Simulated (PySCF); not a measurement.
CH4BrGaO. Atoms are numbered in the order given.

```xyz
8

Ga     0.0591    -0.7688     0.0000
Br    -0.1078     1.5474     0.0000
C     -1.4883    -1.9632     0.0000
H     -2.1042    -1.7731     0.8916
H     -1.1517    -3.0095     0.0000
H     -2.1042    -1.7731    -0.8916
O      1.7267    -1.4072     0.0000
H      2.4180    -0.7319     0.0000
```

Geometry: B3LYP-D3(BJ)/def2-SVP. The structure was generated by enumeration; whether it is a known compound was not checked. One conformer was computed; it need not be the lowest.

Level of theory: HF/def2-TZVP in PySCF.

Isolated molecule, no solvent.

Computed frontier levels, gap, dipole moment and polarisability:
```
Quantity                                                                                                       Result
---------------------------------------------------------------------------------------------  ----------------------
highest occupied level                                                                                      -11.19 eV
lowest empty level                                                                                            2.12 eV
orbital gap                                                                                                  13.31 eV
dipole moment                                                                                                  1.27 D
quadrupole, principal values (traceless, Buckingham form, about the centre of nuclear charge)  -10.76, 4.90, 5.86 D·Å
mean static polarisability                                                                       56.8 bohr³ (8.42 Å³)
polarisability, principal values                                                               44.2, 55.8, 70.5 bohr³
```
